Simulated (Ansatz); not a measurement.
In₁₁P₁₂H₃₂⁺, a nanocrystal cut from zinc blende InP (hydrogen-capped). The state is a triplet with charge 1. Geometry PBE-D4/def2-SVP, that of the charge +1 singlet; atoms count from 1.

Cartesian coordinates in Å:
```
In -0.560 -0.985 -5.229
In -1.428 4.917 -1.875
In -3.241 2.268 2.244
In -1.547 -4.014 -2.048
In -3.000 -2.216 2.135
In -1.761 0.162 -1.176
In 2.588 0.873 -2.094
In 0.707 2.110 1.401
In 1.080 -1.799 0.926
In 0.213 -0.271 4.678
In 5.002 0.279 2.664
P -2.239 2.412 -2.384
P -1.853 -1.655 -2.991
P 1.797 -0.754 -4.019
P -3.297 -0.008 0.855
P 0.245 4.341 0.141
P -0.885 1.714 3.321
P -3.005 -3.968 0.133
P 0.755 -3.756 -0.788
P -0.532 -2.087 2.867
P 0.658 0.303 -0.397
P 3.204 2.197 2.173
P 3.532 -1.792 1.754
H -0.501 -2.399 -6.224
H -1.064 0.648 -5.528
H -0.365 5.268 -3.190
H -2.783 5.671 -1.124
H -4.496 2.206 3.427
H -2.851 3.452 1.019
H -1.666 -5.449 -3.001
H -4.165 -2.705 3.316
H 2.250 2.487 -2.639
H 4.025 0.225 -1.356
H -0.631 -0.566 6.154
H 1.921 -0.116 4.328
H 4.999 0.071 4.373
H 6.178 0.478 1.417
H -3.660 2.432 -2.550
H -1.898 2.100 -3.741
H -3.243 -1.696 -3.349
H 2.747 -0.615 -5.081
H 2.194 -2.073 -3.626
H -4.599 -0.135 0.265
H 0.008 5.285 1.189
H 1.547 4.803 -0.233
H -0.574 2.880 4.100
H -4.353 -4.000 -0.349
H -2.985 -5.293 0.677
H 1.089 -5.005 -0.173
H 1.820 -3.713 -1.743
H -0.213 -3.390 3.376
H 3.815 3.120 1.264
H 3.186 3.057 3.317
H 4.246 -2.435 0.694
H 3.589 -2.865 2.699
```

In the def2 sets In takes a core potential; there is no spin–orbit coupling. Single mean-field runs in def2-SVP are fitted with def2-universal-jkfit. At PBE0-D4/def2-SVP a singlet of charge 1 lies 4.26 eV below the triplet at the same geometry.

Question: Estimate the Mulliken populations of the heavy atoms from the PBE0/def2-SVP orbitals of Ansatz.

Answer: 
```tsv
atom	charge (e)	spin (α − β)
In1	0.33	0.00
In2	0.27	0.12
In3	0.33	0.01
In4	0.41	0.00
In5	0.42	0.01
In6	0.47	0.02
In7	0.31	0.03
In8	0.31	0.40
In9	0.43	0.03
In10	0.33	0.03
In11	0.28	0.10
P12	-0.21	0.01
P13	-0.38	0.00
P14	-0.22	0.02
P15	-0.39	0.02
P16	-0.16	0.21
P17	-0.27	0.58
P18	-0.23	0.00
P19	-0.22	0.00
P20	-0.38	0.01
P21	-0.51	0.19
P22	-0.20	0.07
P23	-0.19	0.00
```
Mulliken values depend strongly on the basis.

Question: Where does the spin sit?

Answer: Summed by element: In 0.75, P 1.09, H 0.15, of 2 unpaired in all. Largest on single atoms: P17 0.58, In8 0.40, P16 0.21.

Question: And the Mayer bond orders between heavy atoms (over 0.3)?

Answer: In1–P13 0.59 (2.67 Å); In1–P14 0.63 (2.66 Å); In2–P12 0.56 (2.68 Å); In2–P16 0.58 (2.68 Å); In3–P15 0.61 (2.67 Å); In3–P17 0.62 (2.65 Å); In4–P13 0.82 (2.56 Å); In4–P18 0.69 (2.62 Å); In4–P19 0.66 (2.64 Å); In5–P15 0.78 (2.57 Å); In5–P18 0.62 (2.66 Å); In5–P20 0.76 (2.58 Å); In6–P12 0.72 (2.60 Å); In6–P13 0.77 (2.57 Å); In6–P15 0.79 (2.55 Å); In6–P21 0.80 (2.55 Å); In7–P14 0.65 (2.64 Å); In7–P21 0.55 (2.63 Å); In8–P16 0.56 (2.60 Å); In8–P17 0.45 (2.53 Å); In8–P21 0.75 (2.55 Å); In8–P22 0.60 (2.61 Å); In9–P19 0.65 (2.62 Å); In9–P20 0.83 (2.54 Å); In9–P21 0.86 (2.52 Å); In9–P23 0.76 (2.59 Å); In10–P17 0.61 (2.64 Å); In10–P20 0.60 (2.67 Å); In11–P22 0.62 (2.67 Å); In11–P23 0.52 (2.70 Å).
